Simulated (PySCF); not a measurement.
Input of a run (PBE0-D3(BJ)/def2-SVP geometry optimisation, gas phase (PySCF 2.14.0)), started from GFN2-xTB:
```
{"job": {"xc": "PBE0", "basis": "def2-SVP", "d3": "d3bj", "grid": 1, "shake": 0.01, "kind": "geom"}, "charge": 0, "multiplicity": 1}
Ge    -1.588680     0.275830     0.048440
O     -0.115380    -0.611530     0.079620
Si     1.473720    -0.535640    -0.044470
Br     2.127630     1.588480    -0.115050
H     -1.849060     0.615320    -1.410110
H     -2.581150    -0.675060     0.618090
H     -1.370130     1.515290     0.886180
H      2.061750    -1.075400     1.183620
H      1.899110    -1.114440    -1.280060
```

Output (energies in Eh, forces in Eh/bohr):
```
step   0  E = -5017.48666758  max force = 0.021964
step   1  E = -5017.49263115  max force = 0.018117
step   2  E = -5017.49369760  max force = 0.006734
step   3  E = -5017.49382971  max force = 0.001604
step   4  E = -5017.49384677  max force = 0.001095
step   5  E = -5017.49386033  max force = 0.001117
step   6  E = -5017.49386040  max force = 0.001900
step   7  E = -5017.49386689  max force = 0.001422
step   8  E = -5017.49387220  max force = 0.000502
step   9  E = -5017.49387057  max force = 0.000487
step  10  E = -5017.49387024  max force = 0.000409
optimisation converged
```

Task: Summarise the run.

Result: The energy falls by 0.196 eV over 11 energy and gradient evaluations, the largest force component goes from 0.0220 to 4.1e-04 Eh/bohr, and the atoms move by 0.090 Å rms after alignment. The bond that changes most is Ge1–O2 (ends: germanium bonded to O and 3 H; oxygen bonded to Ge and Si), which lengthens by 0.069 Å. Bonds longer at the end by more than 0.005 Å: 8 of 8; shorter: 0. Among the angles that change most is Ge1–O2–Si3, from 145.8° to 139.6°. The energy rose by more than 1e-6 Eh at step 9. The first step brought 83 % of the lowering.

Task: What are the final bond lengths?

Result: Ge1–O2 1.789 Å, O2–Si3 1.636 Å, Si3–Br4 2.238 Å, Ge1–H5 1.537 Å, Ge1–H6 1.534 Å, Ge1–H7 1.535 Å, Si3–H8 1.486 Å, Si3–H9 1.487 Å. Numbering counts from 1 in the input's order; the species is `[GeH3][O][SiH2]Br`.

The run used 121 basis functions and 65 SCF cycles in all.

Stationary, but not proved a minimum. The numbers are those of one conformer.

The values belong to the conformer `[GeH3:1][O:2][SiH2:3][Br:4]`: Ge1–O2–Si3–Br4 11°.
